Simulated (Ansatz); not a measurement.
Li₂Cl₂, relaxed as a singlet with RKS r2SCAN-D4/def2-TZVP in Ansatz, starting from the GFN1-xTB geometry. Force threshold 0.02 eV/Å.

The structure comes from a short search, and lower isomers may exist.

Start:

Cartesian coordinates in Å:
```
Li 0.884 0.430 -0.768
Li -0.880 -0.428 0.766
Cl 0.584 1.041 1.260
Cl -0.587 -1.043 -1.257
```

| step | energy (eV) | largest force component (eV/Å) | SCF passes |
| --- | --- | --- | --- |
| 1 | -25459.6070 | 0.450 | 22 |
| 2 | -25459.6353 | 0.239 | 27 |
| 3 | -25459.6475 | 0.022 | 27 |
| 4 | -25459.6478 | 0.004 | 27 |

Force components are those of the run's own axes.

End:

Cartesian coordinates in Å:
```
Li 0.920 0.447 -0.799
Li -0.920 -0.447 0.799
Cl 0.599 1.066 1.287
Cl -0.599 -1.066 -1.287
```

By distances, no bond broke or formed. The bond that changes most is Li2–Cl3, from 2.13 to 2.20 Å (atoms count from 1).

No frequencies were taken in this run, so the end may be a saddle point.

Run time 7 s (4 threads of Arm Neoverse V1 on a shared host).
